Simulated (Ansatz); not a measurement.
Reaction (cleavage of the Si–Sn bond): `S[SiH2][SnH2][SH]` + H₂Se → `S[SiH2][SeH]` + `[SH][SnH3]`

Computed with Ansatz on PBE0-D4/def2-TZVP structures; ΔE is electronic, products minus reactants. CCSD(T)/CBS adds triple-zeta CCSD(T) − MP2 to the extrapolated MP2 energy (def2 sets, frozen cores). DFT in def2-TZVPP. B3LYP here is the variant with VWN-RPA as its local correlation; programs differ in this. HSE06 is defined as in plane-wave codes. def2 core potentials past Kr. For Se, Sn outer-core shells are correlated without core-valence functions, which leaves a few kJ/mol of doubt a bond. Scalar relativity is left out up to krypton. One conformer a species, not always the lowest.

| level | ΔE (kJ/mol) | difference from CCSD(T)/CBS |
| --- | --- | --- |
| LDA (SPW92) | -17.6 | 8.7 |
| revPBE-D4 | -21.0 | 5.3 |
| BLYP-D4 | -20.7 | 5.6 |
| r2SCAN-D4 | -28.0 | -1.7 |
| B97M-V | -33.8 | -7.5 |
| PBE0-D4 | -24.1 | 2.2 |
| B3LYP-D4 | -24.6 | 1.7 |
| r2SCANh-D4 | -28.8 | -2.5 |
| r2SCAN0-D4 | -30.1 | -3.8 |
| HSE06-D4 | -24.0 | 2.3 |
| BHLYP-D4 | -29.5 | -3.2 |
| CAM-B3LYP-D4 | -29.2 | -2.9 |
| ωB97X-V | -31.1 | -4.8 |
| ωB97M-V | -31.1 | -4.8 |
| B2PLYP | -31.6 | -5.3 |
| PBE-QIDH | -31.2 | -4.9 |
| PBE | -23.6 | 2.7 |
| BLYP | -28.1 | -1.8 |
| r2SCAN | -29.4 | -3.1 |
| PBE0 | -28.3 | -2.0 |
| r2SCANh | -30.4 | -4.1 |
| r2SCAN0 | -31.9 | -5.6 |
| HSE06 | -28.2 | -1.9 |
| BHLYP | -36.9 | -10.6 |
| CAM-B3LYP | -33.9 | -7.6 |
| LC-ωPBE | -33.8 | -7.5 |
| HF/def2-SVP | -38.5 | -12.2 |
| MP2/def2-SVP | -27.4 | -1.1 |
| CCSD/def2-SVP | -23.8 | 2.5 |
| CCSD(T)/def2-SVP | -21.8 | 4.5 |
| HF/def2-TZVPP | -48.3 | -22.0 |
| MP2/def2-TZVPP | -30.6 | -4.3 |
| SCS-MP2/def2-TZVPP | -33.8 | -7.5 |
| CCSD(T)/def2-TZVPP | -29.2 | -2.9 |
| HF/def2-QZVPP | -48.6 | -22.3 |
| MP2/def2-QZVPP | -29.0 | -2.7 |
| SCS-MP2/def2-QZVPP | -32.4 | -6.1 |
| HF/CBS(def2) | -48.7 | -22.4 |
| MP2/CBS(def2) | -27.7 | -1.4 |
| CCSD/CBS(def2) | -29.0 | -2.7 |
| CCSD(T)/CBS | -26.3 | 0 |

Largest T1 diagnostic among the species: 0.013.

The D4 term adds +6.8 kJ/mol with B3LYP and +4.2 kJ/mol with PBE0; it sums over pairs of atoms, weighted by their polarisabilities, and B3LYP, whose exchange is more repulsive, gets the larger term. At CCSD(T), def2-SVP lies +4.5 kJ/mol from the extrapolated value and def2-TZVPP −2.9 kJ/mol.

CCSD(T)/CBS has its own doubt, a few kJ/mol and more with outer-core shells, so smaller differences from it don't rank the levels.
